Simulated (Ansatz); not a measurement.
Z-matrix (Å, degrees):
```
C
C 1 1.334
H 1 1.083 2 120.9
H 1 1.085 2 122.2 3 177.1
C 2 1.452 1 123.5 3 -176.4
H 2 1.082 1 121.2 3 -0.4
B 5 1.592 2 119.7 1 162.2
N 5 1.318 2 117.6 1 -32.9
O 7 1.282 5 92.7 2 67.7
H 7 1.204 5 131.3 2 -116.8
H 8 1.006 5 120.8 2 174.7
H 8 1.011 5 121.0 2 -18.0
```

The species carries charge 0 and has multiplicity 1. The bonds changed during the relaxation, so this is another structure than the one it started from.

List the B3LYP/def2-TZVPP orbital energies in eV (the Gaussian-basis code of Ansatz). (Estimate.)

Computed: Occupied: -519.07, -391.40, -278.98, -277.59, -277.45, -183.04, -26.71, -25.27, -21.93, -18.77, -16.39, -15.92, -13.75, -13.22, -11.99, -11.22, -10.71, -9.94, -9.44, -8.36, -8.22, -6.22. Lowest empty: -1.98, -0.18, 0.64, 0.89, 1.41, 1.80, 2.26, 2.61.

B3LYP here is the variant with VWN-RPA as its local correlation; programs differ in this.
